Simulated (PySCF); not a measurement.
PPAsSb tetrahedron, AsP2Sb.
Structure used (PBE0-D3(BJ)/def2-SVP), in Å, numbered top down from 1:
```xyz
4
AsP2Sb angstrom
P     -1.164    0.509   -0.551
P     -0.421   -0.923    0.980
As     0.725    1.086    0.687
Sb     0.942   -0.763   -1.147
```

Method: PBE0-D3(BJ)/def2-SVP geometry optimisation, gas phase, def2 core potentials past Kr (PySCF 2.14.0).

**Question.** Which atoms are bound to Sb4, and at what distances?

**Answer.** 3 atoms: P2 2.531 Å, P1 2.531 Å, As3 2.613 Å.

**Question.** List the angles at Sb4.

**Answer.** 
```csv
angle,degrees,distance of the outer atoms (Å)
P2–Sb4–As3,53.9,2.33
P1–Sb4–As3,53.9,2.33
P1–Sb4–P2,52.1,2.22
```

**Question.** What is the shape at Sb4?

**Answer.** Pyramidal: angles 53.9°, 53.9° and 52.1°, sum 159.9°, 2.19 Å off the plane of its three neighbours. Some of the bound atoms are bonded to each other.

**Question.** What are the other bond lengths?

**Answer.** P1–P2 2.224 Å; P1–As3, P2–As3 2.331 Å.

**Question.** Give some angles away from the centre.

**Answer.** P2–P1–As3 61.5°, P2–P1–Sb4 63.9°, As3–P1–Sb4 64.9°, P1–As3–P2 57.0°, P1–As3–Sb4 61.3°.

**Question.** What are the rotational constants (commonest isotopes, rigid rotor)?

**Answer.** A = 2441, B = 1227, C = 1085 MHz: an asymmetric top.

Point group: Cs (every atom within 0.08 Å of its image). Charge 0, singlet. Whether it is a minimum is left open (no frequencies).
